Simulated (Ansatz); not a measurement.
Relaxation of Re₂O₆⁻ with UKS PBE-D4/def2-SVPD.

```sh
$ ansatz run in.yaml --threads 4 --pin off --events-out ev --progress --plain --max-ram 4787MiB
```

```yaml
crystal:
  periodic: [false, false, false]
  atoms:
    - {symbol: Re, position_ang: [-0.756570, 0.063960, -1.462270]}
    - {symbol: Re, position_ang: [0.645250, -0.255390, 0.829470]}
    - {symbol: O, position_ang: [-0.164600, 0.805150, 2.095680]}
    - {symbol: O, position_ang: [1.165730, 0.920820, 2.132370]}
    - {symbol: O, position_ang: [-1.036770, -1.305760, -2.350850]}
    - {symbol: O, position_ang: [0.912750, -1.870420, 1.102160]}
    - {symbol: O, position_ang: [0.966860, 0.241540, -0.872470]}
    - {symbol: O, position_ang: [-1.732640, 1.400100, -1.474090]}
basis:
  gaussian: {orbitals: def2-SVPD}
total_charge: -1
magnetization: {spin_polarized: true, initial_magnetization: 1}
hamiltonian: {xc: pbe, dispersion: d4}
scf: {lower_state_search: "off"}
output: {orbitals: {seedname: orbitals}}
relax: {f_tol: 0.02, max_steps: 100}
```

Run time 56 s (4 threads of Arm Neoverse V2 on a shared host).

Positions (Å) and forces (eV/Å) at steps 1, 2, 3, 4, 5, 6, 7, 8, 9, 10, 11, 12 of 12:

```xyz
8
step=1 energy=-16529.9857 eV
Re   -0.757    0.064   -1.462    0.608   -0.124    0.710
Re    0.645   -0.255    0.829    0.977   -1.786   -1.452
O    -0.165    0.805    2.096   -5.725    1.726    2.284
O     1.166    0.921    2.132    4.844    2.572    2.499
O    -1.037   -1.306   -2.351   -1.141   -4.214   -2.873
O     0.913   -1.870    1.102    0.306   -3.524    0.594
O     0.967    0.242   -0.872    3.495    1.168   -1.650
O    -1.733    1.400   -1.474   -3.364    4.182   -0.112
8
step=2 energy=-16531.1892 eV
Re   -0.771    0.089   -1.631   -0.250   -0.183    1.372
Re    0.810   -0.265    0.905   -1.593   -0.796   -1.243
O    -0.160    0.853    2.154   -1.688    0.038   -0.036
O     1.222    0.984    2.304    2.020    0.402    0.661
O    -1.122   -1.355   -2.517   -0.102    0.097   -0.287
O     0.892   -1.960    1.188    0.379    0.413    0.030
O     1.008    0.233   -0.900    1.091    0.212   -0.186
O    -1.879    1.421   -1.502    0.143   -0.183   -0.311
8
step=3 energy=-16531.3110 eV
Re   -0.834    0.010   -1.462   -1.214    0.771   -1.499
Re    0.724   -0.276    0.884    0.892   -0.891    0.034
O    -0.186    0.871    2.177   -1.159    0.111   -0.109
O     1.234    0.978    2.281    0.766    0.066   -0.001
O    -1.128   -1.307   -2.593    0.246    0.969    1.172
O     0.991   -1.958    1.204   -0.319    0.798   -0.359
O     1.031    0.219   -0.911   -0.184   -0.226    0.411
O    -1.833    1.464   -1.580    0.973   -1.598    0.351
8
step=4 energy=-16531.4828 eV
Re   -0.766    0.069   -1.456   -0.221   -0.270    0.060
Re    0.786   -0.286    0.824   -0.349    0.386    0.816
O    -0.302    0.873    2.015    0.307   -0.128   -0.311
O     1.148    0.965    2.265   -0.141   -0.073   -0.059
O    -1.165   -1.326   -2.408    0.039    0.298    0.097
O     0.966   -1.963    1.138    0.065   -0.112   -0.212
O     1.136    0.215   -0.932    0.228    0.000   -0.344
O    -1.804    1.452   -1.446    0.071   -0.101   -0.048
8
step=5 energy=-16531.5017 eV
Re   -0.762    0.034   -1.435   -0.081    0.175    0.223
Re    0.791   -0.273    0.832   -0.318   -0.072    0.339
O    -0.285    0.928    1.968    0.153    0.017   -0.147
O     1.155    0.975    2.272   -0.073    0.029    0.038
O    -1.133   -1.287   -2.490   -0.015    0.005    0.018
O     0.906   -1.958    1.136    0.106   -0.080   -0.100
O     1.154    0.188   -0.937    0.136    0.075   -0.288
O    -1.827    1.394   -1.345    0.092   -0.150   -0.084
8
step=6 energy=-16531.5183 eV
Re   -0.763    0.038   -1.409   -0.143    0.081    0.113
Re    0.786   -0.276    0.830   -0.160   -0.194    0.097
O    -0.291    0.939    1.941    0.082    0.097   -0.038
O     1.143    0.964    2.279   -0.100    0.052    0.050
O    -1.132   -1.293   -2.454    0.009    0.020    0.062
O     0.915   -1.966    1.108    0.070   -0.065   -0.063
O     1.165    0.193   -0.938    0.131    0.110   -0.185
O    -1.824    1.402   -1.357    0.111   -0.101   -0.036
8
step=7 energy=-16531.5175 eV rejected
Re   -0.758    0.060   -1.305   -0.107   -0.061   -0.873
Re    0.777   -0.292    0.806    0.342   -0.525    0.052
O    -0.342    0.964    1.824    0.263    0.113    0.249
O     1.073    0.920    2.301   -0.353    0.074   -0.069
O    -1.146   -1.335   -2.261    0.066    0.216    0.318
O     0.961   -2.000    0.982   -0.030    0.230    0.050
O     1.222    0.229   -0.946   -0.402    0.094    0.078
O    -1.786    1.454   -1.403    0.220   -0.142    0.194
8
step=8 energy=-16531.5383 eV
Re   -0.751    0.047   -1.381   -0.202   -0.020    0.084
Re    0.778   -0.279    0.812   -0.101   -0.167    0.102
O    -0.312    0.947    1.900    0.048    0.092   -0.010
O     1.110    0.942    2.287   -0.069    0.040    0.032
O    -1.139   -1.327   -2.361    0.007    0.013    0.007
O     0.923   -1.976    1.050    0.072   -0.052   -0.046
O     1.187    0.222   -0.946    0.194    0.098   -0.124
O    -1.796    1.424   -1.361    0.051   -0.005   -0.044
8
step=9 energy=-16531.5461 eV
Re   -0.760    0.051   -1.335    0.007    0.004   -0.315
Re    0.769   -0.294    0.801    0.121   -0.144    0.160
O    -0.340    0.956    1.853    0.097    0.006    0.049
O     1.069    0.921    2.296   -0.109    0.015   -0.048
O    -1.156   -1.355   -2.267   -0.016    0.094    0.102
O     0.972   -1.994    0.995   -0.004    0.097   -0.021
O     1.199    0.248   -0.949   -0.127   -0.004    0.034
O    -1.753    1.468   -1.394    0.031   -0.068    0.039
8
step=10 energy=-16531.5505 eV
Re   -0.756    0.052   -1.353   -0.048    0.034    0.056
Re    0.780   -0.296    0.811    0.000   -0.003   -0.034
O    -0.341    0.946    1.860   -0.022   -0.001    0.005
O     1.059    0.926    2.306    0.010   -0.041   -0.021
O    -1.186   -1.356   -2.261   -0.004    0.006   -0.017
O     0.995   -1.995    0.993   -0.006    0.066    0.010
O     1.191    0.247   -0.943    0.032   -0.008    0.010
O    -1.742    1.474   -1.412    0.039   -0.052   -0.009
8
step=11 energy=-16531.5474 eV rejected
Re   -0.763    0.048   -1.342    0.173   -0.150   -0.142
Re    0.790   -0.297    0.811   -0.121    0.061    0.000
O    -0.357    0.945    1.856    0.091   -0.095   -0.070
O     1.046    0.923    2.296    0.023    0.090    0.105
O    -1.206   -1.337   -2.281    0.024    0.026    0.083
O     1.024   -1.988    1.015    0.002   -0.060   -0.006
O     1.195    0.230   -0.947   -0.103   -0.006   -0.008
O    -1.729    1.476   -1.408   -0.089    0.134    0.038
8
step=12 energy=-16531.5510 eV
Re   -0.757    0.051   -1.351   -0.010   -0.004   -0.002
Re    0.780   -0.295    0.809    0.000    0.004   -0.002
O    -0.345    0.946    1.860   -0.001   -0.009   -0.004
O     1.057    0.925    2.303    0.005   -0.002    0.006
O    -1.189   -1.351   -2.268    0.001   -0.001    0.002
O     0.999   -1.991    1.000   -0.004    0.010    0.002
O     1.193    0.243   -0.945    0.007    0.000   -0.001
O    -1.740    1.473   -1.407    0.003    0.002   -0.001
```

In the def2 sets Re takes a core potential; there is no spin–orbit coupling. The relaxation made no stability test and no search for a lower SCF solution. No other spin state of charge -1 was run. The structure comes from a short search, and lower isomers may exist.
